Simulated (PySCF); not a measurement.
## `CC#CC[CH+]/C=C\OC`, [C$_{8}$H$_{11}$O]+, charge +1

Molfile (atoms numbered from 1):
```
C8H11O
     RDKit          3D

 20 19  0  0  0  0  0  0  0  0999 V2000
   -4.2332   -0.9929    0.4222 C   0  0  0  0  0  0  0  0  0  0  0  0
   -3.0449   -0.6933   -0.3280 C   0  0  0  0  0  0  0  0  0  0  0  0
   -2.0554   -0.4414   -0.9637 C   0  0  0  0  0  0  0  0  0  0  0  0
   -0.8978   -0.1324   -1.7702 C   0  0  0  0  0  0  0  0  0  0  0  0
    0.3767    0.0427   -1.0796 C   0  0  0  0  0  0  0  0  0  0  0  0
    0.5536   -0.0763    0.2729 C   0  0  0  0  0  0  0  0  0  0  0  0
    1.7879    0.0975    0.9041 C   0  0  0  0  0  0  0  0  0  0  0  0
    2.8571    0.3922    0.2624 O   0  0  0  0  0  0  0  0  0  0  0  0
    4.0963    0.5633    0.9266 C   0  0  0  0  0  0  0  0  0  0  0  0
   -4.4020   -0.2258    1.1770 H   0  0  0  0  0  0  0  0  0  0  0  0
   -4.1315   -1.9583    0.9168 H   0  0  0  0  0  0  0  0  0  0  0  0
   -5.0916   -1.0263   -0.2469 H   0  0  0  0  0  0  0  0  0  0  0  0
   -0.7666   -0.9110   -2.5377 H   0  0  0  0  0  0  0  0  0  0  0  0
   -1.0961    0.7756   -2.3604 H   0  0  0  0  0  0  0  0  0  0  0  0
    1.2303    0.2821   -1.7018 H   0  0  0  0  0  0  0  0  0  0  0  0
   -0.2960   -0.3180    0.8956 H   0  0  0  0  0  0  0  0  0  0  0  0
    1.8389   -0.0236    1.9876 H   0  0  0  0  0  0  0  0  0  0  0  0
    4.4389    1.5837    0.7420 H   0  0  0  0  0  0  0  0  0  0  0  0
    4.8132   -0.1277    0.4785 H   0  0  0  0  0  0  0  0  0  0  0  0
    4.0171    0.3814    1.9996 H   0  0  0  0  0  0  0  0  0  0  0  0
  1  2  1  0
  2  3  3  0
  3  4  1  0
  4  5  1  0
  5  6  1  0
  6  7  2  0
  7  8  1  0
  8  9  1  0
  1 10  1  0
  1 11  1  0
  1 12  1  0
  4 13  1  0
  4 14  1  0
  5 15  1  0
  6 16  1  0
  7 17  1  0
  9 18  1  0
  9 19  1  0
  9 20  1  0
M  CHG  1   5   1
M  END
```

Level of theory: GIAO PBE0/pcSseg-1 magnetisability, rotational g tensor and spin-rotation constants, non-relativistic, gas phase (PySCF 2.14.0). Geometry: GFN2-xTB.

For an ion the centre-of-mass motion in the field is neglected.

(1) What are the magnetisability and the molar susceptibility?

(2) Split it along the inertial axes a, b, c into diamagnetic and paramagnetic parts about the centre of mass, with the quadrupole moment.

(3) And the rotational g tensor?

Answers

(1) Isotropic -1243 × 10⁻³⁰ J/T², or -74.8 × 10⁻⁶ cm³/mol; principal values -1400, -1246, -1082 × 10⁻³⁰ J/T², anisotropy 276 × 10⁻³⁰ J/T² (root of half the summed squared differences of the principal values). The susceptibility is in cgs units.

(2) 
| axis | χ (10⁻⁶ cm³/mol) | diamagnetic (10⁻⁶ cm³/mol) | paramagnetic (10⁻⁶ cm³/mol) | summed x² of all electrons (Å²) | quadrupole Θ (D Å) |
| --- | --- | --- | --- | --- | --- |
| a | -74.9 | -362.6 | 287.7 | 535.2 | +43.78 |
| b | -65.4 | -2336.9 | 2271.6 | 69.9 | -12.08 |
| c | -84.3 | -2567.2 | 2482.9 | 15.6 | -31.70 |

Anisotropies 2χaa − χbb − χcc = 0.0 and 2χbb − χaa − χcc = +28.4 × 10⁻⁶ cm³/mol. Θ is traceless in Buckingham's convention.

(3) 
| axis | rotational constant (GHz) | g | nuclear part | electronic part |
| --- | --- | --- | --- | --- |
| a | 4.9628 | -0.0153 | 0.6555 | -0.6708 |
| b | 0.5366 | +0.0042 | 0.5769 | -0.5726 |
| c | 0.4886 | +0.0109 | 0.5808 | -0.5699 |

Asymmetric top; isotopes 12C, 1H, 16O; no vibrational averaging.
